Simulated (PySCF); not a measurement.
Computed IR spectrum (relative IR intensity) of a molecule CH7F2NSi2. Coordinates come from a PBE0-D3(BJ)/def2-SVP optimisation. One conformer was computed; it need not be the lowest. Level of theory: PBE0-D3(BJ)/def2-SVP run with PySCF. Frequencies are harmonic and unscaled.

Lines under 2 % of the strongest are left out, and lines within 2 cm⁻¹ are merged.

```tsv
ν (cm⁻¹)	relative intensity
247	8.9
315	7.6
384	18
442	72
596	2.3
711	31
727	8.5
750	2.7
760	11
830	37
847	12
868	73
904	45
928	42
958	91
968	100
1012	22
1085	80
1367	7.2
1544	32
2252	69
2266	32
2274	71
3607	21
3716	30
```

Task: Which molecule gave these data?
A. N[C@@H]([SiH3])[SiH](F)F
B. N[Si@H](F)C[SiH2]F
C. FC[SiH2]N[SiH2]F
D. C[Si@@H](N)[SiH](F)F

Result: B, N[Si@H](F)C[SiH2]F
